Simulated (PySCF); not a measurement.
Ga(Me)(OH)(NH2) (CH₆GaNO), SMILES [NH2][Ga]([OH])[CH3]. Geometry optimised at B3LYP-D3(BJ)/def2-SVP. Other conformers were not sampled.

Computed equilibrium geometry at B3LYP-D3(BJ)/def2-SVP (PySCF confirms it by a frequency run) as a Z-matrix, and its point group (one conformer of several):
point group Cs.
```
Ga
O 1 1.8023
H 2 0.9643 1 114.75
N 1 1.8150 2 110.53 3 180.00
H 4 1.0129 1 125.14 2 180.00
H 4 1.0141 5 112.24 1 180.00
C 1 1.9690 2 124.27 3 0.00
H 7 1.1002 1 110.77 2 180.00
H 7 1.1012 8 108.51 1 -121.48
H 7 1.1012 8 108.51 9 -117.04
```
Charge 0, spin multiplicity 1.
